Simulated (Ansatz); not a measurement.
Consider the ligand exchange at a B–C bond: `BC=C=C=C` + `Cl[SiH2][SeH]` → `B[Se][SiH2]Cl` + `C=C=C=C`.

Program: Ansatz. Geometries: PBE0-D4/def2-TZVP. ΔE: electronic, gas phase. CCSD(T)/CBS adds triple-zeta CCSD(T) − MP2 to the extrapolated MP2 energy (def2 sets, frozen cores). Functionals use def2-TZVPP. For Se outer-core shells are correlated without core-valence functions, which leaves a few kJ/mol of doubt a bond. Scalar relativity is left out up to krypton. One conformer a species, not always the lowest.

```tsv
level	ΔE (kJ/mol)
B2PLYP	-50.6
PBE	-54.0
r2SCAN	-53.0
MP2/def2-QZVPP	-56.7
```

Problem. What does CCSD(T)/CBS give? (Best estimate.)

Solution. The calculation gave: -57.6 kJ/mol. The listed levels differ from it by 7.0, 3.6, 4.6, 0.9 kJ/mol.

Largest T1 diagnostic among the species: 0.014.

In def2-TZVPP, CCSD(T) changes the Hartree–Fock value by −15.1 kJ/mol (the triples alone add −1.9 kJ/mol) and MP2 by −14.7 kJ/mol.
